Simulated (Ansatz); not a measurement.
The cluster Cu5H5. The state is a triplet with charge 0. Geometry PBE-D4/def2-SVP; atoms count from 1.

```xyz
10

Cu    0.211   -0.861    0.445
Cu   -0.667    0.527   -1.505
Cu    0.968    0.499    2.218
Cu    0.134    1.686    0.355
Cu   -0.648   -1.834   -1.524
H    -1.126   -0.689   -2.579
H     0.787    2.077    1.859
H     0.897   -1.111    2.004
H    -0.034   -2.456   -0.153
H    -0.523    2.161   -1.121
```

At PBE0-D4/def2-TZVP a singlet of charge 0 lies 2.70 eV below the triplet, each at its own geometry. Another isomer (singlet) lies 0.02 eV lower at PBE0-D4/def2-TZVP.

(1) Estimate the Mulliken populations from the PBE0/def2-TZVP orbitals of Ansatz.

(2) Where does the spin sit?

(3) And the Mayer bond orders between bonded heavy atoms (over 0.3)?

Answers

(1) 
```
atom  charge (e)  spin (α − β)  d electrons
 Cu1       -0.24          0.64         9.55
 Cu2       -0.23          0.26         9.80
 Cu3       -0.12          0.13         9.86
 Cu4       -0.23          0.26         9.80
 Cu5       -0.12          0.13         9.86
  H6        0.20          0.09            –
  H7        0.20          0.09            –
  H8        0.18          0.14            –
  H9        0.18          0.14            –
 H10        0.19          0.11            –
```
Mulliken values and Mayer orders depend strongly on the basis.

(2) Summed by element: Cu 1.43, H 0.57, of 2 unpaired in all. Largest on single atoms: Cu1 0.64, Cu4 0.26, Cu2 0.26.

(3) Cu1–Cu2 0.34 (2.55 Å); Cu1–Cu3 0.43 (2.36 Å); Cu1–Cu4 0.34 (2.55 Å); Cu1–Cu5 0.43 (2.36 Å); Cu2–Cu4 0.48 (2.33 Å); Cu2–Cu5 0.47 (2.36 Å); Cu3–Cu4 0.47 (2.36 Å).
